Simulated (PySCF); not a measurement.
**Electron correlation in Te⁴¹⁺ (tellurium, charge +41)**

[Ne] 3s1, 2S determinant. All numbers are calculated (PySCF 2.14, the non-relativistic Hamiltonian (point nucleus), in an uncontracted even-tempered set (16 s from 7.7 bohr⁻², ratio 2.5; 10 p from 10 bohr⁻², ratio 2.5; 4 d from 37 bohr⁻², ratio 2.7; 4 f from 55 bohr⁻², ratio 2.7)). Frozen: 1s2; 9 electrons correlated; the 17 highest virtual orbitals of each spin left out.

| level | correlation energy (mhartree) |
| --- | --- |
| CCSD | -318.91 |
| (T) | -0.10 |
| CCSD(T) | -319.01 |

Diagnostics: T1 = 7.7e-05, D1 = 0.0003, largest double amplitude 0.002.

Task: Is a single reference adequate?

Result: Yes, within this model without spin-orbit coupling: T1 lies below 0.03 and no double amplitude reaches 0.07.

At this charge a non-relativistic calculation is a model, useful for the Z dependence of the correlation energy.
